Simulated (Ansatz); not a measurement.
Problem. Predict a relaxed structure of (H3Sn)2O (Sn2OH6), charge 0, singlet, at PBE0-D4/def2-SVP (Ansatz).

Solution. 
```xyz
9

Sn    0.0775   -1.7931   -0.2159
H    -0.1319   -2.3487   -1.8233
H     1.7428   -1.5688    0.1540
H    -0.6835   -2.8218    0.9220
O    -0.8390   -0.0466   -0.0863
Sn   -0.1641    1.7879    0.2062
H     0.9100    2.1862   -1.0746
H     0.6507    1.8333    1.7181
H    -1.5625    2.7716    0.1997
```
 This is one stationary point.

In the def2 sets Sn takes a core potential; there is no spin–orbit coupling.
